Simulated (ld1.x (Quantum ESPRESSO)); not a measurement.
## Reading a pseudo-wave (Sm (Z = 62))

Columns: radius, all-electron u(r) and pseudo u(r) of the 4f shell (level -2.51 eV) of samarium in the configuration [Kr] 4d10 5s2 4f6 5p6 5d0 6s2 6p0; PBEsol, scalar-relativistic, TM semilocal scheme, ld1.x (Quantum ESPRESSO) 7.5.

```json
{"r (bohr)": "0.195", "all-electron": "0.3027", "pseudo": "0.1915"}
{"r (bohr)": "0.390", "all-electron": "0.8262", "pseudo": "0.8584"}
{"r (bohr)": "0.585", "all-electron": "1.0014", "pseudo": "1.0046"}
{"r (bohr)": "0.780", "all-electron": "0.9530", "pseudo": "0.9530"}
{"r (bohr)": "0.975", "all-electron": "0.8335", "pseudo": "0.8335"}
{"r (bohr)": "1.170", "all-electron": "0.7073", "pseudo": "0.7073"}
{"r (bohr)": "1.365", "all-electron": "0.5940", "pseudo": "0.5940"}
{"r (bohr)": "1.560", "all-electron": "0.4977", "pseudo": "0.4977"}
{"r (bohr)": "1.755", "all-electron": "0.4176", "pseudo": "0.4176"}
{"r (bohr)": "1.950", "all-electron": "0.3515", "pseudo": "0.3515"}
{"r (bohr)": "2.145", "all-electron": "0.2971", "pseudo": "0.2971"}
{"r (bohr)": "2.340", "all-electron": "0.2524", "pseudo": "0.2524"}
{"r (bohr)": "2.535", "all-electron": "0.2156", "pseudo": "0.2156"}
{"r (bohr)": "2.730", "all-electron": "0.1852", "pseudo": "0.1852"}
{"r (bohr)": "2.925", "all-electron": "0.1600", "pseudo": "0.1600"}
{"r (bohr)": "3.120", "all-electron": "0.1390", "pseudo": "0.1390"}
{"r (bohr)": "3.315", "all-electron": "0.1215", "pseudo": "0.1215"}
{"r (bohr)": "3.510", "all-electron": "0.1067", "pseudo": "0.1067"}
{"r (bohr)": "3.705", "all-electron": "0.0941", "pseudo": "0.0941"}
{"r (bohr)": "3.900", "all-electron": "0.0833", "pseudo": "0.0833"}
{"r (bohr)": "4.095", "all-electron": "0.0740", "pseudo": "0.0740"}
{"r (bohr)": "4.290", "all-electron": "0.0659", "pseudo": "0.0659"}
{"r (bohr)": "4.485", "all-electron": "0.0588", "pseudo": "0.0588"}
{"r (bohr)": "4.680", "all-electron": "0.0526", "pseudo": "0.0526"}
{"r (bohr)": "4.875", "all-electron": "0.0471", "pseudo": "0.0471"}
{"r (bohr)": "5.070", "all-electron": "0.0422", "pseudo": "0.0422"}
```

(1) How many radial nodes do the two functions have?

(2) At about which radius was the pseudo-wave matched?

(3) Is the pseudo-wave norm-conserving?

Results:

(1) The all-electron 4f function has n − l − 1 = 0; the pseudo-wave has 0.

(2) 0.70 bohr, where the columns begin to agree (steps of 0.20 bohr).

(3) Yes: the TM semilocal scheme keeps the norm inside the radius equal to the all-electron one, which fixes the energy derivative of the logarithmic derivative at the level.
